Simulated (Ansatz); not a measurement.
Reaction (formal exchange of groups at a C–B bond): `C#CB(F)F` + `F[SiH](F)F` → `C#C[Si](F)(F)F` + `FBF`

Calculated with Ansatz (gas phase, PBE0-D4/def2-TZVP geometries, no zero-point term in ΔE). CCSD(T)/CBS adds triple-zeta CCSD(T) − MP2 to the extrapolated MP2 energy (def2 sets, frozen cores). This one scheme is used for every species. Functionals use def2-TZVPP.

`C#CB(F)F`:

```xyz
6

C    -1.239   -0.825   -0.616
C    -0.314   -0.209   -0.156
B     0.856    0.570    0.425
F     1.871   -0.049    0.989
F     0.886    1.884    0.381
H    -2.060   -1.371   -1.023
```

`F[SiH](F)F`:

Cartesian coordinates in Å:
```
F -1.076 -0.171 -1.115
Si 0.026 -0.031 -0.002
F -0.690 0.011 1.398
F 0.771 1.338 -0.215
H 0.968 -1.147 -0.066
```

`C#C[Si](F)(F)F`:

Cartesian coordinates in Å:
```
C -0.367 -1.916 -0.278
C -0.143 -0.746 -0.108
Si 0.191 0.997 0.145
F 0.006 1.800 -1.192
F 1.662 1.216 0.646
F -0.785 1.602 1.216
H -0.565 -2.953 -0.428
```

`FBF`:

Z-matrix (Å, degrees):
```
B
F 1 1.313
F 1 1.313 2 118.1
H 1 1.191 2 121.0 3 180.0
```

Question: Is it downhill or uphill in electronic energy at CCSD(T)/CBS, and by how much? (Best estimate.)

Answer: Computed: Nearly level: ΔE = -0.8 kJ/mol.

Question: What do these levels give: B97M-V, ωB97M-V, revPBE, BLYP, PBE0, r2SCAN0, BHLYP, CAM-B3LYP, MP2/def2-SVP, CCSD/def2-SVP, CCSD(T)/def2-TZVPP, SCS-MP2/def2-QZVPP? (Best estimate.)

Answer: Ansatz gave: B97M-V 3.9, ωB97M-V 1.2, revPBE 6.9, BLYP 7.3, PBE0 5.1, r2SCAN0 2.3, BHLYP 3.2, CAM-B3LYP 4.3, MP2/def2-SVP 7.6, CCSD/def2-SVP 8.7, CCSD(T)/def2-TZVPP -0.3, SCS-MP2/def2-QZVPP -1.3 kJ/mol.

Largest T1 diagnostic among the species: 0.014.

Leaving LDA and LC-ωPBE aside and taking each functional with its dispersion term where it has one, the values, not all of them listed here, spread over 5.3 kJ/mol, from BHLYP-D4 to PBE-D4. The D4 term adds −3.3 kJ/mol with B3LYP and −1.8 kJ/mol with PBE0; it sums over pairs of atoms, weighted by their polarisabilities, and B3LYP, whose exchange is more repulsive, gets the larger term.

B3LYP here is the variant with VWN-RPA as its local correlation; programs differ in this.
